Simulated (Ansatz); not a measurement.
The same path of CH6O2Zn (10 atoms, charge 0, multiplicity 1) was run twice with different band settings. Lost on the way: Zn1–C2, H4–O5. Made: C2–H4.

Theory: RKS PBE/def2-SVP (Ansatz).

Relaxed end points:

```xyz
10
Properties=species:S:1:pos:R:3
Zn -0.209 -0.194 -0.263
C 1.131 -1.518 0.201
O -1.550 0.793 -1.094
H 0.249 2.437 0.564
O -0.368 1.746 0.871
H 1.057 -2.422 -0.436
H 2.153 -1.101 0.081
H 1.020 -1.832 1.259
H -2.360 0.334 -1.373
H -1.122 1.756 0.190
```

```xyz
10
Properties=species:S:1:pos:R:3
Zn -1.150 0.864 -0.347
C 1.177 -0.958 0.434
O -1.583 -0.423 -1.504
H 0.873 -0.005 0.914
O -0.694 2.028 0.936
H 0.395 -1.319 -0.264
H 2.119 -0.801 -0.125
H 1.335 -1.717 1.222
H -2.472 -0.305 -1.887
H 0.000 2.636 0.620
```

Common settings: spring 5.0 eV/Å²; optimiser quadratic models (default); start path through a guess of the saddle point; force threshold 0.05 eV/Å; iteration limit 60; end points relaxed.

| run | movable images | climbing image |
| --- | --- | --- |
| 1 | 7 | yes |
| 2 | 6 | no |

Problem. What does each run give, and how far can it be trusted?

Solution. Run 1: converged after 12 iterations, highest image 1.375 eV above the first end. A vibrational analysis at the climbing image gives 2 clearly imaginary modes (1175i, 42i cm⁻¹): a point of higher order, so a lower path passes nearby.
Run 2: converged after 20 iterations, highest image 0.970 eV above the first end. No image climbed, so the highest image needn't sit at the top of the path.
The orbitals stay closed-shell, which can raise the energy where a bond breaks towards radicals; this wasn't checked here.
